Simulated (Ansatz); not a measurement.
Ansatz (a quantum-chemistry and plane-wave program) input (CCSD(T)/def2-TZVPPD):
A basis named .json is the Basis Set Exchange file of that set.

Ansatz 0.2 input:
```yaml
crystal:
  periodic: [false, false, false]
  atoms:
    - {symbol: Cr, position_ang: [-0.00000000, -0.00000000, -0.91763345]}
    - {symbol: Cl, position_ang: [0.00000000, 0.00000000, 1.29548252]}
basis:
  gaussian:
    orbitals: def2-TZVPPD.json
total_charge: 1
magnetization: {spin_polarized: true, initial_magnetization: 4}
correlation: {method: ccsd_t, electrons: outside_noble_gas}
```

Output:

```
Functional definition: HF
integrals: 0.28 GiB planned
769 factors; integrals over basis functions are off by at most 1.3e-3 eV
mean field: 0.45 GiB planned
mean field evaluation 1: about -40885.0871 eV, gradient 2.5e1 eV
mean field evaluation 2: about -40885.2396 eV, gradient 2.5e1 eV
mean field evaluation 4: about -40888.1151 eV, gradient 3.3e0 eV
mean field evaluation 8: about -40888.2808 eV, gradient 2.9e-1 eV
mean field evaluation 16: about -40888.2830 eV, gradient 2.1e-6 eV
mean field evaluation 32: about -40888.9333 eV, gradient 1.4e-3 eV
mean field evaluation 64: about -40887.7716 eV, gradient 5.0e-1 eV
mean field evaluation 96: about -40888.6441 eV, gradient 1.1e-3 eV
mean field evaluation 128: about -40888.8158 eV, gradient 3.9e-1 eV
mean field evaluation 160: about -40888.6441 eV, gradient 6.2e-5 eV
mean field evaluation 192: about -40888.6441 eV, gradient 1.6e-5 eV
mean field evaluation 224: about -40888.2830 eV, gradient 8.1e-3 eV
mean field evaluation 256: about -40887.7706 eV, gradient 4.7e-1 eV
mean field evaluation 288: about -40887.8212 eV, gradient 8.4e-1 eV
mean field evaluation 320: about -40887.7144 eV, gradient 1.1e0 eV
mean field evaluation 352: about -40886.7274 eV, gradient 1.2e0 eV
mean field evaluation 384: about -40885.0422 eV, gradient 5.7e-1 eV
mean field evaluation 416: about -40885.9278 eV, gradient 1.4e-1 eV
mean field evaluation 448: about -40885.7614 eV, gradient 9.6e-3 eV
mean field evaluation 480: about -40885.6398 eV, gradient 6.0e-1 eV
mean field evaluation 512: about -40885.4712 eV, gradient 2.3e-2 eV
mean field evaluation 544: about -40883.7669 eV, gradient 1.8e-2 eV
mean field evaluation 576: about -40884.5947 eV, gradient 6.5e-3 eV
mean field evaluation 608: about -40886.1775 eV, gradient 3.5e0 eV
mean field evaluation 640: about -40882.0186 eV, gradient 2.1e1 eV
mean field evaluation 672: about -40881.7727 eV, gradient 2.5e1 eV
mean field evaluation 704: about -40888.6440 eV, gradient 5.7e-2 eV
mean field evaluation 736: about -40888.3012 eV, gradient 2.4e-1 eV
mean field evaluation 768: about -40885.6169 eV, gradient 2.8e-3 eV
mean field evaluation 800: about -40885.4704 eV, gradient 4.4e-2 eV
mean field evaluation 832: about -40885.4707 eV, gradient 4.5e-2 eV
mean field evaluation 864: about -40885.9328 eV, gradient 3.4e-2 eV
mean field evaluation 896: about -40885.5742 eV, gradient 4.0e0 eV
mean field evaluation 928: about -40885.7606 eV, gradient 5.8e-1 eV
mean field evaluation 960: about -40882.4420 eV, gradient 1.8e1 eV
mean field evaluation 992: about -40885.5803 eV, gradient 7.8e-1 eV
mean field -40888.93327217 eV, -1502.6405822379 hartree, gradient 2.0e-6 eV, S^2 6.015687; 19 other end points of the search recorded, 0 dependent functions left out
determinant -40888.93327217 eV, -1502.6405822379 hartree, with singles and doubles -40896.75121822 eV, -1502.9278864561 hartree
determinant -40888.64411176 eV, -1502.6299557889 hartree, with singles and doubles -40896.49885414 eV, -1502.9186122471 hartree
determinant -40888.28299369 eV, -1502.6166849445 hartree, with singles and doubles -40896.01823184 eV, -1502.9009497035 hartree
determinant -40885.93289292 eV, -1502.5303203340 hartree, with singles and doubles -40892.99975530 eV, -1502.7900227367 hartree
determinant -40885.76536721 eV, -1502.5241638780 hartree, with singles and doubles -40892.73936712 eV, -1502.7804536472 hartree
determinant -40885.76073101 eV, -1502.5239935005 hartree, with singles and doubles -40892.77255043 eV, -1502.7816731116 hartree
determinant -40885.61691258 eV, -1502.5187082708 hartree, with singles and doubles -40892.47636028 eV, -1502.7707883241 hartree
determinant -40885.47147840 eV, -1502.5133636632 hartree, with singles and doubles -40892.76280999 eV, -1502.7813151569 hartree
determinant -40888.93327217 eV, -1502.6405822379 hartree, with singles and doubles -40896.78269291 eV, -1502.9290431294 hartree
determinant -40888.64411176 eV, -1502.6299557889 hartree, with singles and doubles -40896.54077151 eV, -1502.9201526822 hartree
14 core orbitals not correlated
reference -40888.93327217 eV, -1502.6405822379 hartree; 8, 4 occupied and 96, 100 virtual orbitals, 769 factors
second order -7.16052441 eV of doubles, -0.00000000 eV of singles
coupled cluster: 0.61 GiB planned
cycle   1  -7.84941870 eV  change    2.0e-6 eV  update   4.1e-6
perturbative correction -0.35406436 eV, -0.0130116253 hartree
Total energy: -40897.13675523 eV, -1502.9420546798 hartree
```

This state (charge 1, quintet) is run at the relaxed geometry of the species with charge 0 and multiplicity 6.
